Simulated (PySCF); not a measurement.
CaH at PBEsol

Level: PBEsol. basis Ca def2-TZVPP, H def2-TZVPP; no relativity; PySCF 2.14.

For CaH, the state is ²Σ⁺ (doublet), unpaired electrons σ ↑ and the bond length is 1.980 Å. The harmonic wavenumber is 1291 cm⁻¹ and the force constant is 0.966 mdyn/Å. The rotational constant Be is 4.372 cm⁻¹ and the anharmonicity ωexe is 20.1 cm⁻¹. The vibration–rotation constant αe is 0.102 cm⁻¹, the well depth De to Ca + H is 46.7 kcal/mol and the dissociation energy D0 is 44.9 kcal/mol. The bond order (Mayer) is 0.92 and the dipole moment (positive dipole means Ca(−)H(+)) is -2.41 D.

The state was picked by a PBE0 search and need not be the measured ground state.
